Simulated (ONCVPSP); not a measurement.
# What the settings do to the ONCV potential of Te (Z = 52)

Base potential:

ONCVPSP 4.0.1 input, shortened (lines: element, Z, core and valence counts, functional; n l f; lmax; l rc ep ncon nbas qcut; lloc lpopt rc5 dvloc0; l nproj debl; icmod fcfact rcfact), PBEsol, scalar-relativistic:

```
  Te 52.00    9    2  -116133      upf
    1    0    2.00
    2    0    2.00
    2    1    6.00
    3    0    2.00
    3    1    6.00
    3    2   10.00
    4    0    2.00
    4    1    6.00
    4    2   10.00
    5    0    2.00
    5    1    3.00
    1
    0    1.65    0.00    5   10    4.30
    1    2.10    0.00    4    9    4.60
    4    5    1.50    2.00
    0    2    0.80
    1    3    2.80
    3    3.00    1.60
```

In the s channel the program set the typed energies aside and used -0.864, 0.250 Ha.

All-electron outer shells of the reference configuration (PBEsol, scalar-relativistic, ld1.x):

| shell | level (eV) | outermost node (bohr) | outermost maximum (bohr) |
| --- | --- | --- | --- |
| 4p | -123.30 | 0.38 | 0.74 |
| 4d | -50.63 | 0.36 | 0.81 |
| 5s | -23.51 | 0.91 | 1.77 |
| 5p | -13.72 | 1.00 | 2.11 |

Cutoffs, loose and tight: the cutoffs (Ha) at which the residual kinetic energy of the hardest occupied pseudo-wave falls to 1 and 0.1 mHa per electron. They do not see the model core or the augmentation charge, which bear on the density cutoff. Test errors are all-electron minus pseudo excitation energies from the reference, over the configurations 5s2 5p4; 5s2 5p2; 5s2 5p1; 5s0 5p6. A dash means not determined; rows that change the core or the reference have their own tests.

A true bound ghost makes a file unfit for plane-wave use even where its test errors are small: the radial tests pick states by their node count and pass the ghost by.

```tsv
change	outcome	cutoff, loose	cutoff, tight	bound ghosts	GHOST(+) flags above zero	largest test error (meV)
base	generated, projector energies reset by the program	51 Ha	106 Ha	s	s, p	-253
functional PBE	generated, projector energies reset by the program	45 Ha	105 Ha	s	s, p	-266
local potential polynomial inside 1.35 bohr (lpopt 5, dvloc0 2 Ha)	generated, projector energies reset by the program	51 Ha	106 Ha	s	s, p	-254
reference 5s1.75 5p4.25	generated	44 Ha	105 Ha	s	s, p	-109
core correction polynomial model core, fcfact 0.3	generated, projector energies reset by the program	51 Ha	106 Ha	s	s, p	-69
core correction Teter function, fcfact 3, rcfact 1.16	generated, projector energies reset by the program	51 Ha	106 Ha	s	s, p	-48
```
